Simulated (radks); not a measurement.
Q: All-electron calculation, scalar-relativistic Kohn-Sham, LDA (Slater exchange, VWN5 correlation), spin-polarised, spherical densities, finite nucleus; open shells are filled with parallel spins first (spin-orbit coupling, left out, can overturn this in heavy ions); Fermi nuclear charge, rms radius of each element as measured or else 0.836 A^(1/3) + 0.57 fm. Program: a radial shooting solver on a logarithmic mesh with Libxc functionals. Response by self-consistent Sternheimer equations with the Hartree and adiabatic LDA kernel, the relativistic mass of each level held fixed and spin-orbit coupling left out. For heavy and open-shell atoms this level of theory can miss by tens of per cent. Rank K+, Sb+, Cl+, Tm2+, Er (NIST ground configurations) by static dipole polarisability, largest first.

A: Er 134.7, Sb+ 24.64, Cl+ 8.837, Tm2+ 8.035, K+ 5.741 bohr^3.
